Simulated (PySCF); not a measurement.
## Calculated NMR data

Level of theory: geometry: GFN2-xTB, GIAO PBE0/pcSseg-1 shieldings, in PySCF 2.14 (a single conformation, non-relativistic Hamiltonian, equivalent nuclei averaged, no solvent model).

Chemical shifts δ = σref − σ; ¹H (31.72 ppm) and ¹³C (186.93 ppm) vs TMS, all at this level. Where no couplings were computed, multiplicities follow the n + 1 count of equivalent neighbours, and m marks all less simple cases (inequivalent or close neighbours, rings, F or P nearby). Shifts are as computed. Against solution values, carbons near 30 ppm lie about +3 ppm off and those near 130 ppm about +5 ppm. Of 1211 compounds with measured shifts, 218 miss one by over three times the rms of a fit or turn the order of signals round; such compounds aren't used in these exercises.

Compound 1 (C$_{6}$H$_{10}$O). ¹H NMR (500 MHz, computed): δ 2.78 (m, 2H), 1.96 (m, 2H), 1.67 (m, 2H), 1.40 (m, 2H), 1.13 (m, 2H). ¹³C{¹H} NMR (computed): δ 49.5, 29.8, 23.9. Structure: `C1CC[C@H]2O[C@H]2C1`.

Compound 2 (C$_{6}$H$_{10}$O). ¹H NMR (500 MHz, computed): δ 6.69 (m, 1H), 5.88 (br s, 1H), 5.51 (br s, 1H), 5.26 (m, 1H), 5.14 (m, 1H), 4.15 (s, 2H), 3.67 (s, 3H). ¹³C{¹H} NMR (computed): δ 149.3 (C), 145.8 (CH), 124.6 (CH2), 116.3 (CH2), 75.7 (CH2), 61.3 (CH3). Structure: `C=CC(=C)COC`.

Compound 3 (C$_{6}$H$_{10}$O). ¹H NMR (500 MHz, computed): δ 3.16 (m, 2H), 2.60 (m, 2H), 1.98 (m, 1H), 1.52 (m, 2H), 1.05 (t, 3H). ¹³C{¹H} NMR (computed): δ 212.4, 53.7, 34.6, 26.8, 15.4. Structure: SMILES C1C(CC)CC1=O.
